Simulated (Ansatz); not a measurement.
The same group exchange along the group O, S, Se.

Calculated with Ansatz (gas phase, PBE0-D4/def2-TZVP geometries, no zero-point term in ΔE). CCSD(T)/CBS is the MP2 limit (def2-TZVPP, def2-QZVPP) plus CCSD(T) − MP2 in def2-TZVPP, frozen cores. This one scheme is used for every species. DFT in def2-TZVPP. For Se outer-core shells are correlated without core-valence functions, which leaves a few kJ/mol of doubt a bond. Scalar relativity is left out up to krypton. Each species was taken in one conformer, which may not be the lowest.

| reaction | ωB97X-V (eV) | PBE0-D4 (eV) | ωB97M-V (eV) |
| --- | --- | --- | --- |
| `OBN[SiH3]` + `CC` → `CCBN[SiH3]` + H₂O | 1.36 | 1.31 | 1.35 |
| `[SiH3]NBS` + `CC` → `CCBN[SiH3]` + H₂S | 0.78 | 0.82 | 0.77 |
| `[SiH3]NB[SeH]` + `CC` → `CCBN[SiH3]` + H₂Se | 0.70 | 0.75 | 0.69 |

(1) Give the CCSD(T)/CBS values in the same order. (Best estimate.)

Largest T1 diagnostic: 0.012, for `[SiH3]NBS`.

Results:

(1) Ansatz gave: 1.29, 0.77, 0.74 eV.
